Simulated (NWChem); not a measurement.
System: C2H7FOSi; SMILES C[Si@H](F)CO

```xyz
12

C     -0.9992     1.8864    -0.1336
Si     0.0637     0.4322     0.3516
F      1.5618     0.6832    -0.2479
C     -0.6187    -1.1638    -0.3807
O      0.0876    -2.2590     0.1475
H     -2.0045     1.8071     0.3099
H     -0.5501     2.8286     0.2163
H     -1.1109     1.9515    -1.2273
H      0.2003     0.3072     1.8296
H     -0.5403    -1.0910    -1.4863
H     -1.7069    -1.2040    -0.1543
H     -0.2296    -3.0636    -0.2736
```
Atoms are numbered in this order, from 1.

Computed with NWChem. Pople sets run with spherical d functions. Geometry: optimised at PBE0/def2-SVP. No frequency run checked for a minimum. Level r2SCAN/6-31G*: energy and gradient on several grids; changes count from the extra-fine grid, which is no exact limit either.

| grid | size of the energy change (μHa) | largest change of a gradient component (μHa/bohr) | time, medium = 1 (rough) |
|---|---|---|---|
| xcoarse | 7000 | 8000 | about 1 |
| coarse | 10 | 500 | about 1 |
| medium | 30 | 60 | about 1 |
| fine | 30 | < 30 | about 1 |
| xfine | < 10 | < 30 | 2 |
